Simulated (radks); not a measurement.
Task: Successive ionisation energies (eV) of one element, from differences of total energies of ions in their ground configurations, starting at charge 22: 702.05, 741.45, 781.45, 822.03, 972.76, 1014.1, 1055.8, 1097.7, 1140.0, 1182.3, 1286.5, 1327.6, 2384.4, 2484.8, 2586.6, 2689.9, 2794.6, 2900.7, 3008.3, 3117.2, 3227.4, 3339.0. Calculated with a radial shooting solver on a logarithmic mesh with Libxc functionals: non-relativistic Kohn-Sham, LDA (Slater exchange, Perdew-Wang correlation), spin-unpolarised, spherical densities, point nucleus; relativity is left out, which matters for an element this heavy. Which element is it?

Result: Samarium (Z = 62). The first species listed is Sm22+ in [Kr] 4d4, the last Sm43+ in [Ar] 3d1.
